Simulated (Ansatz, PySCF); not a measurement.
Gas-phase reaction in SMILES: Cc1c[c]cs1 → Cc1[c]ccs1
Structures are relaxed separately at B3LYP-D3(BJ)/def2-TZVP in Ansatz (a quantum-chemistry and plane-wave program). Markedly spin-contaminated UHF reference, which strains HF, MP2 and, less, CCSD(T): Cc1c[c]cs1, Cc1[c]ccs1.

Quantity: isomerisation energy (enthalpy at 298 K, with B3LYP-D3(BJ) rigid-rotor harmonic-oscillator terms from PySCF), in kcal/mol. Cores are frozen in the correlated levels unless marked. Open shells are spin-unrestricted. Spin-orbit coupling is left out. Non-relativistic. 

| level | program | isomerisation energy (kcal/mol) |
|---|---|---|
| HF/cc-pV(T+d)Z | Ansatz | 0.1 |
| HF-D3(BJ)/def2-TZVPD | PySCF + dftd3 | 0.3 |
| BLYP/def2-TZVPD | Ansatz | -0.2 |
| revPBE-D3(BJ)/def2-TZVPD | Ansatz + dftd3 | 0.0 |
| TPSSh-D3(BJ)/def2-TZVPD | PySCF + dftd3 | 0.0 |
| HSE06/def2-TZVPD | Ansatz | 0.0 |
| CAM-B3LYP-D3(BJ)/def2-TZVPD | Ansatz + dftd3 | 0.1 |
| RI-MP2/cc-pV(T+d)Z | Ansatz | 0.5 |
| SCS-MP2/6-31G | Ansatz | 0.6 |
